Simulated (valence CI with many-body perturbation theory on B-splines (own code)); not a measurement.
## Re LXX: calculated level list

Level of theory: relativistic CI+MBPT: four valence electrons over a frozen Dirac-Fock core [He], a basis of 11 s, 11 p, 10 d, 8 f, 5 g, 2 h functions for each j, with the one-electron correlation potential Σ1, the two-electron term Σ2, the three-electron term Σ3, Breit, model QED; selected CI, second order for the rest, scaled by the run's own slope (own B-spline code, finite nucleus).

The last digits are not significant, and no measured levels were compared; by estimate large intervals hold to a few tenths of a per cent, small ones and those within an open d or f shell to about a per cent. Among the levels kept, up to 1300 cm⁻¹ of a level comes from second order outside the variational space, and about a tenth of that is noise between levels of different J, which matters for small intervals.

Levels 46 to 90 of 217, with energies above the lowest level, (2s^2 2p1/2^2) J=0. "Leading %" is the weight of the configuration and term that name the level; weights of strongly mixed levels are sums over their largest components and can fall short. In the jj column 3d3/2^4 stands for four electrons in 3d with j = 3/2.

```
No.  Configuration  Term  J  E (eV)  Leading %                    Leading jj      g  Second component
 46        2s2p²3s    ³P  1   12524         65      2s 2p1/2 2p3/2 3s (98 %)  1.541   20 % 2s2p²3s ⁵P
 47        2s2p²3s    ³D  3   12534         63     2s 2p1/2 2p3/2 3s (100 %)  1.416   36 % 2s2p²3s ⁵P
 48        2s2p²3s    ³P  2   12561         38      2s 2p1/2 2p3/2 3s (99 %)  1.205   36 % 2s2p²3s ³D
 49        2s2p²3p   ⁵P°  1   12589         39  2s 2p1/2 2p3/2 3p1/2 (100 %)  1.856  31 % 2s2p²3p ⁵D°
 50        2s2p²3p   ⁵D°  2   12600         46  2s 2p1/2 2p3/2 3p1/2 (100 %)  1.326  19 % 2s2p²3p ³D°
 51        2s2p²3s    ³P  0   12617         99      2s 2p1/2 2p3/2 3s (99 %)                         
 52        2s2p²3s    ¹P  1   12619         45      2s 2p1/2 2p3/2 3s (99 %)  0.868   45 % 2s2p²3s ³D
 53        2s2p²3s    ³P  1   12625         73      2s 2p1/2 2p3/2 3s (99 %)  1.457   13 % 2s2p²3s ³D
 54        2s2p²3s    ¹D  2   12628         39      2s 2p1/2 2p3/2 3s (99 %)  1.193   35 % 2s2p²3s ³P
 55        2s2p²3p   ³D°  3   12631         33  2s 2p1/2 2p3/2 3p1/2 (100 %)  1.197  28 % 2s2p²3p ³F°
 56        2s2p²3p   ³P°  2   12672         43   2s 2p1/2 2p3/2 3p1/2 (99 %)  1.455  17 % 2s2p²3p ³D°
 57        2s2p²3p   ³P°  0   12704         49   2s 2p1/2 2p3/2 3p1/2 (99 %)         27 % 2s2p²3p ⁵D°
 58        2s2p²3p   ³D°  1   12705         59   2s 2p1/2 2p3/2 3p1/2 (99 %)  0.887  15 % 2s2p²3p ³P°
 59        2s2p²3p   ³F°  2   12708         45  2s 2p1/2 2p3/2 3p1/2 (100 %)  0.902  23 % 2s2p²3p ¹D°
 60        2s2p²3p   ¹P°  1   12758         29   2s 2p1/2 2p3/2 3p1/2 (99 %)  1.120  21 % 2s2p²3p ³D°
 61        2s²2p3p    ³D  3   12836         98       2s^2 2p3/2 3p3/2 (98 %)  1.308                  
 62        2s²2p3p    ¹P  1   12836         54       2s^2 2p3/2 3p3/2 (98 %)  1.319   37 % 2s²2p3p ³S
 63        2s²2p3p    ³P  2   12868         64       2s^2 2p3/2 3p3/2 (98 %)  1.301   34 % 2s²2p3p ¹D
 64        2s²2p3p    ¹S  0   12896         66       2s^2 2p3/2 3p3/2 (98 %)          32 % 2s²2p3p ³P
 65          2p³3s   ³P°  2   12915         47       2p1/2^2 2p3/2 3s (97 %)  1.476    23 % 2p³3s ⁵S°
 66          2p³3s   ¹P°  1   12925         31       2p1/2^2 2p3/2 3s (96 %)  1.146    26 % 2p³3s ³D°
 67        2s²2p3d   ³D°  2   12928         50       2s^2 2p3/2 3d3/2 (98 %)  1.021  24 % 2s²2p3d ¹D°
 68        2s²2p3d   ³F°  3   12937         53       2s^2 2p3/2 3d3/2 (98 %)  1.059  34 % 2s²2p3d ¹F°
 69        2s²2p3d   ³P°  1   12941         55       2s^2 2p3/2 3d3/2 (98 %)  1.063  38 % 2s²2p3d ³D°
 70        2s²2p3d   ³P°  0   12945         98       2s^2 2p3/2 3d3/2 (98 %)                         
 71          2p³3p    ³P  1   13007         32    2p1/2^2 2p3/2 3p1/2 (97 %)  1.469     19 % 2p³3p ⁵P
 72          2p³3p    ³D  2   13008         25    2p1/2^2 2p3/2 3p1/2 (98 %)  1.148     20 % 2p³3p ³F
 73        2s²2p3d   ³F°  4   13031         94       2s^2 2p3/2 3d5/2 (94 %)  1.231                  
 74        2s2p²3p   ⁵D°  3   13038         50   2s 2p1/2 2p3/2 3p3/2 (98 %)  1.476  31 % 2s2p²3p ⁵P°
 75        2s²2p3d   ³P°  2   13045         42       2s^2 2p3/2 3d5/2 (92 %)  1.227  39 % 2s²2p3d ¹D°
 76        2s2p²3p   ³P°  1   13049         27   2s 2p1/2 2p3/2 3p3/2 (98 %)  1.547  26 % 2s2p²3p ⁵P°
 77        2s²2p3d   ³D°  3   13063         62       2s^2 2p3/2 3d5/2 (94 %)  1.207  32 % 2s²2p3d ¹F°
 78        2s2p²3p   ³D°  2   13066         44   2s 2p1/2 2p3/2 3p3/2 (94 %)  1.397  16 % 2s2p²3p ⁵S°
 79        2s²2p3d   ¹P°  1   13077         60       2s^2 2p3/2 3d5/2 (97 %)  1.077  26 % 2s²2p3d ³P°
 80        2s2p²3p   ³P°  0   13080         79  2s 2p1/2 2p3/2 3p3/2 (100 %)         14 % 2s2p²3p ⁵D°
 81        2s2p²3p   ³F°  4   13080         60   2s 2p1/2 2p3/2 3p3/2 (95 %)  1.306  35 % 2s2p²3p ⁵D°
 82        2s2p²3p   ³P°  2   13095         51   2s 2p1/2 2p3/2 3p3/2 (98 %)  1.379  20 % 2s2p²3p ¹D°
 83        2s2p²3p   ³D°  3   13107         53   2s 2p1/2 2p3/2 3p3/2 (98 %)  1.265  26 % 2s2p²3p ¹F°
 84        2s2p²3p   ¹P°  1   13110         41   2s 2p1/2 2p3/2 3p3/2 (97 %)  1.141  14 % 2s2p²3p ³S°
 85        2s2p²3d    ⁵F  2   13123         44  2s 2p1/2 2p3/2 3d3/2 (100 %)  1.141   17 % 2s2p²3d ³P
 86        2s2p²3d    ⁵D  1   13126         48  2s 2p1/2 2p3/2 3d3/2 (100 %)  1.148   22 % 2s2p²3d ⁵F
 87        2s2p²3d    ⁵D  0   13128         82  2s 2p1/2 2p3/2 3d3/2 (100 %)          16 % 2s2p²3d ³P
 88        2s2p²3d    ⁵F  3   13133         48   2s 2p1/2 2p3/2 3d3/2 (98 %)  1.150   18 % 2s2p²3d ³F
 89        2s2p²3p   ³D°  2   13162         38   2s 2p1/2 2p3/2 3p3/2 (99 %)  1.342  26 % 2s2p²3p ³P°
 90        2s2p²3p   ³D°  3   13164         47   2s 2p1/2 2p3/2 3p3/2 (99 %)  1.164  34 % 2s2p²3p ³F°
```
